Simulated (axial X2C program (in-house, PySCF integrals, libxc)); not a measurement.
**Excited states of InTe⁻ by EOM-EE-CCSD**

Calculated with an axial X2C code built on PySCF integrals: two-component X2C with atomic mean-field Coulomb and Gaunt terms, Gaussian nuclei, basis Te dyall-acv3z, In dyall-acv3z with contracted cores.

R = 2.661 Å (near the PBE0 minimum at charge -1 of the determinant lowest at the starting distance; the state shown can have its own minimum elsewhere).

Hartree–Fock spinors of InTe⁻ (one of each Kramers pair; a window near the gap, which can cut inner shells):

```csv
ω,occupied,ε (eV),character
3/2,yes,-22.62,100% In d
1/2,yes,-14.86,"71% Te s, 10% In p, 8% In d"
1/2,yes,-6.94,"49% In s, 38% Te p, 6% Te s"
1/2,yes,-3.34,"72% Te p, 13% In p, 6% In d"
3/2,yes,-2.64,"76% Te p, 13% In p, 7% In d"
1/2,yes,-2.56,"44% Te p, 36% In p, 13% In s"
1/2,no,2.69,98% In p
3/2,no,2.69,98% In p
1/2,no,2.70,"93% In p, 5% In s"
1/2,no,3.30,"81% In s, 10% Te p, 6% In p"
1/2,no,4.63,"56% In p, 28% In d, 8% Te d"
1/2,no,4.69,"68% Te p, 15% In d, 8% In s"
```

Vertical excitation energies from the closed-shell determinant state of InTe⁻:

```csv
Ω,excitation (eV),cm⁻¹,hole of the leading pair,particle of the leading pair,weight of the pair (for Ω = 0 its time-reversed partner can hold as much again),singles weight
0⁻,1.977,15942,"36% In pσ, 28% Te pσ, 22% In sσ","69% In pπ, 11% In dπ, 10% Te dπ",0.46,0.95
0⁺,2.012,16224,"38% In pσ, 29% Te pσ, 23% In sσ","69% In pπ, 12% In dπ, 10% Te dπ",0.47,0.95
1,2.049,16528,"36% In pσ, 30% Te pσ, 20% In sσ","69% In pπ, 11% In dπ, 10% Te dπ",0.57,0.94
2,2.147,17316,"37% In pσ, 29% Te pσ, 21% In sσ","66% In pπ, 14% In dπ, 11% Te dπ",0.93,0.94
1,2.304,18585,"76% Te pπ, 13% In pπ, 7% In dπ","69% In pπ, 13% Te dπ, 9% Te pπ",0.77,0.92
0⁻,2.410,19436,"76% Te pπ, 13% In pπ, 7% In dπ","66% In pπ, 14% Te dπ, 10% Te pπ",0.39,0.92
2,2.451,19770,"76% Te pπ, 13% In pπ, 7% In dπ","70% In pπ, 11% Te dπ, 8% Te pπ",0.89,0.91
3,2.489,20073,"76% Te pπ, 13% In pπ, 7% In dπ","67% In pπ, 13% Te dπ, 9% Te pπ",0.92,0.92
1,2.551,20577,"33% Te pσ, 32% In pσ, 12% In sσ","69% In pπ, 11% In dπ, 10% Te dπ",0.50,0.92
```

This point took 35 s on 1 thread of Intel(R) Xeon(R) Platinum 8375C CPU @ 2.90GHz (Ice Lake), with other jobs on the host.

Reference electrons by ω block (each with its −ω partner): 1/2: 32, 3/2: 15, 5/2: 4. 10 electrons of InTe⁻ correlated (inner shells frozen), 88 natural virtual spinors (a truncated set); levels can be off by some tenths of an eV. Roots sought by Ω: (0: 5, 1: 4, 2: 3, 3: 1); the list ends where they run out and leaves out roots under 60 % singles weight. The solver can skip a root, and states that need a further excitation, which the method places far too high, are missing though they may lie low or lowest. T1 of the reference 0.023 (Lee–Taylor). The highest Hartree–Fock level of the anion lies at -2.56 eV; relaxation, partly offset by correlation, puts the detachment threshold some tenths of an eV to over one eV lower in magnitude, and states above it are held by the basis set and are not bound. Number of frozen shells: Te 4 s, 3 p, 2 d; In 4 s, 3 p, 2 d.
